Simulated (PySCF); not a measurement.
**SMILES CC=C=C=C=C(C)N(C)C, C9H13N**

Molfile (atoms numbered from 1):
```
C9H13N
     RDKit          3D

 23 22  0  0  0  0  0  0  0  0999 V2000
    4.4469   -0.0720    0.9529 C   0  0  0  0  0  0  0  0  0  0  0  0
    3.4059   -1.1481    0.8872 C   0  0  0  0  0  0  0  0  0  0  0  0
    2.1686   -0.9903    0.4552 C   0  0  0  0  0  0  0  0  0  0  0  0
    0.9642   -0.8277    0.0323 C   0  0  0  0  0  0  0  0  0  0  0  0
   -0.2352   -0.6658   -0.3819 C   0  0  0  0  0  0  0  0  0  0  0  0
   -1.4748   -0.5478   -0.8734 C   0  0  0  0  0  0  0  0  0  0  0  0
   -1.7030   -0.7250   -2.3496 C   0  0  0  0  0  0  0  0  0  0  0  0
   -2.5737   -0.3122   -0.0665 N   0  0  0  0  0  0  0  0  0  0  0  0
   -3.7405    0.3440   -0.5992 C   0  0  0  0  0  0  0  0  0  0  0  0
   -2.3311   -0.1124    1.3383 C   0  0  0  0  0  0  0  0  0  0  0  0
    5.3309   -0.3451    0.3519 H   0  0  0  0  0  0  0  0  0  0  0  0
    4.0576    0.8868    0.5847 H   0  0  0  0  0  0  0  0  0  0  0  0
    4.8010    0.0684    1.9885 H   0  0  0  0  0  0  0  0  0  0  0  0
    3.7165   -2.1467    1.2314 H   0  0  0  0  0  0  0  0  0  0  0  0
   -2.4767   -1.4870   -2.5383 H   0  0  0  0  0  0  0  0  0  0  0  0
   -2.0267    0.2136   -2.8281 H   0  0  0  0  0  0  0  0  0  0  0  0
   -0.7724   -1.0468   -2.8311 H   0  0  0  0  0  0  0  0  0  0  0  0
   -4.0018   -0.0519   -1.5886 H   0  0  0  0  0  0  0  0  0  0  0  0
   -3.6179    1.4430   -0.6901 H   0  0  0  0  0  0  0  0  0  0  0  0
   -4.5963    0.1566    0.0662 H   0  0  0  0  0  0  0  0  0  0  0  0
   -1.8956    0.8820    1.5604 H   0  0  0  0  0  0  0  0  0  0  0  0
   -1.6255   -0.8725    1.7029 H   0  0  0  0  0  0  0  0  0  0  0  0
   -3.2759   -0.2122    1.8922 H   0  0  0  0  0  0  0  0  0  0  0  0
  1  2  1  0
  2  3  2  0
  3  4  2  0
  4  5  2  0
  5  6  2  0
  6  7  1  0
  6  8  1  0
  8  9  1  0
  8 10  1  0
  1 11  1  0
  1 12  1  0
  1 13  1  0
  2 14  1  0
  7 15  1  0
  7 16  1  0
  7 17  1  0
  9 18  1  0
  9 19  1  0
  9 20  1  0
 10 21  1  0
 10 22  1  0
 10 23  1  0
M  END
```

Method used: quadratic response CAM-B3LYP/def2-SVPD first hyperpolarisability, Taylor convention, gas phase in PySCF. Geometry: PBE0-D3(BJ)/def2-SVP.

**Question.** Give the tensor of the static β(0;0,0) in the axes of these coordinates.

**Answer.** In au, Taylor convention; rows are the first index (the induced dipole):
```csv
,xx,yy,zz,xy,xz,yz
x,-494.9,+5.4,+26.5,+73.5,+136.1,-16.4
y,+73.5,-112.9,-11.6,+5.4,-16.4,+1.3
z,+136.1,+1.3,-3.5,-16.4,+26.5,-11.6
```
Norm of βᵢ = ⅓ Σⱼ (βᵢⱼⱼ + βⱼᵢⱼ + βⱼⱼᵢ): 484.7 au, hyper-Rayleigh value 222.9 au.
